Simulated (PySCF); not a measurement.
Bonds (- single, = double, # triple, : aromatic): Si1-S2, S2-C3, C3=C4, C4-C5, C5=C6, C6-C7, C7=C8, C8-B9, B9-C3. Si1 carries H10, H11, H12; C4 carries H13; C5 carries H14; C6 carries H15; C7 carries H16; C8 carries H17; B9 carries H18.

Geometry: PBE0-D3(BJ)/def2-SVP; GIAO absolute shieldings from PySCF, gas phase, non-relativistic, averaged over equivalent atoms.

At PBE0/pcSseg-1 (212 basis functions, 55 s wall time on 1 thread of an Intel Xeon Platinum 8488C, shared host):
```tsv
atoms	σ (ppm)
Si1	409.8
S2	501.3
C3	3.5
C7	28.2
C8	31.0
C4	31.7
C5	44.1
C6	44.1
B9	57.6
H13	23.03
H16	23.19
H17	23.24
H14	23.85
H15	23.91
H18	24.87
H10/H11/H12	26.48
```

Estimate the result of repeating the calculation with WP04/pcSseg-1.

Results:


| atoms | σ at WP04/pcSseg-1 | change |
| --- | --- | --- |
| Si1 | 389.9 | -19.9 |
| S2 | 441.8 | -59.5 |
| C3 | -9.3 | -12.8 |
| C7 | 18.3 | -9.9 |
| C8 | 22.9 | -8.1 |
| C4 | 21.4 | -10.3 |
| C5 | 33.8 | -10.3 |
| C6 | 34.0 | -10.1 |
| B9 | 52.5 | -5.1 |
| H13 | 23.80 | +0.77 |
| H16 | 23.95 | +0.76 |
| H17 | 24.14 | +0.90 |
| H14 | 24.57 | +0.72 |
| H15 | 24.62 | +0.71 |
| H18 | 26.02 | +1.15 |
| H10/H11/H12 | 27.43 | +0.95 |

The largest change is at S2 (sulfur bonded to C, Si). Cost: 212 basis functions, 38 s wall time on 1 thread of an Intel Xeon Platinum 8488C, shared host. The order of the carbon signals changes between the two levels.

A carbon bonded to boron is broadened by the quadrupolar boron nucleus and is often missing from a measured spectrum.
